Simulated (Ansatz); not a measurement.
Geometry optimisation, Ansatz 0.2.0, DFT PBE-D3(BJ), scalar-relativistic, plane waves, PAW.

Input:

```yaml
crystal:
  lattice:
    - [7.891312, 0.0, 0.0]
    - [5.918484, 10.251115, 0.0]
    - [0.0, 0.0, 18.443229]
  atoms:
    - { symbol: Ca, position: [0.1666667, 0.1111111, 0.0542204] }
    - { symbol: Ca, position: [0.6666667, 0.1111111, 0.0542204] }
    - { symbol: Ca, position: [0.1666667, 0.4444444, 0.0542204] }
    - { symbol: Ca, position: [0.6666667, 0.4444444, 0.0542204] }
    - { symbol: Ca, position: [0.1666667, 0.7777778, 0.0542204] }
    - { symbol: Ca, position: [0.6666667, 0.7777778, 0.0542204] }
    - { symbol: Ca, position: [-0.1666667, 0.2222222, 0.2288978] }
    - { symbol: Ca, position: [0.3333333, 0.2222222, 0.2288978] }
    - { symbol: Ca, position: [-0.1666667, 0.5555556, 0.2288978] }
    - { symbol: Ca, position: [0.3333333, 0.5555556, 0.2288978] }
    - { symbol: Ca, position: [-0.1666667, 0.8888889, 0.2288978] }
    - { symbol: Ca, position: [0.3333333, 0.8888889, 0.2288978] }
    - { symbol: Ca, position: [0.0, 0.0, 0.4035752] }
    - { symbol: Ca, position: [0.5, 0.0, 0.4035752] }
    - { symbol: Ca, position: [0.0, 0.3333333, 0.4035752] }
    - { symbol: Ca, position: [0.5, 0.3333333, 0.4035752] }
    - { symbol: Ca, position: [0.0, 0.6666667, 0.4035752] }
    - { symbol: Ca, position: [0.5, 0.6666667, 0.4035752] }
    - { symbol: Na, position: [0.1821131, 0.0932003, 0.5526814] }
basis:
  ecutwfc: 420.0
kpoints:
  mp_grid: { grid: [3, 2, 1] }
hamiltonian:
  xc: pbe
  dispersion: d3bj
scf:
  occupations: { method: gaussian, width: 0.15 }
  lower_state_search: "off"
relax:
  f_tol: 0.03
  max_steps: 60
  adjacent_minimum: "off"
  constraints: [{ sites: [0, 1, 2, 3, 4, 5] }]
```

Run as:

```bash
$ ansatz run input.yaml --threads 4 --pin off --max-ram 10240MiB --backend cpu --events-out ev --progress --plain --runs-dir out
```

Task: Where does it end, and by what steps?

Result: The forces met the threshold. Limits of this set-up: coarse k mesh, thin slab, slab without dipole correction, a typed lattice constant that wasn't relaxed here. After 3 steps the energy has fallen by 0.214 eV; Ca14 moved furthest, 0.41 Å.

| step | energy less start (eV) | largest force component (eV/Å) | accepted |
| --- | --- | --- | --- |
| 0 | 0.0000 | 0.291 | yes |
| 1 | -0.1377 | 0.169 | yes |
| 2 | -0.1970 | 0.063 | yes |
| 3 | -0.2143 | 0.018 | yes |

```xyz
19
Lattice="7.8913 0.0000 0.0000 5.9185 10.2511 0.0000 0.0000 0.0000 18.4432" Properties=species:S:1:pos:R:3
Ca 1.973 1.139 1.000
Ca 5.918 1.139 1.000
Ca 3.946 4.556 1.000
Ca 7.891 4.556 1.000
Ca 5.918 7.973 1.000
Ca 9.864 7.973 1.000
Ca -0.003 2.286 4.026
Ca 3.943 2.291 4.028
Ca 1.965 5.712 4.048
Ca 5.925 5.702 4.062
Ca 3.943 9.116 4.021
Ca 7.890 9.120 4.011
Ca 0.022 0.018 7.033
Ca 3.923 0.019 7.033
Ca 1.969 3.383 7.078
Ca 5.924 3.389 7.137
Ca 3.939 6.845 7.084
Ca 7.888 6.879 7.117
Na 1.975 1.020 10.031
```

Whether the end is a true minimum wasn't checked by a vibrational analysis.

The run took 59 s on 4 threads of AMD EPYC 7B13 (Zen 3), with other jobs on the host, peak memory 2.7 GiB.
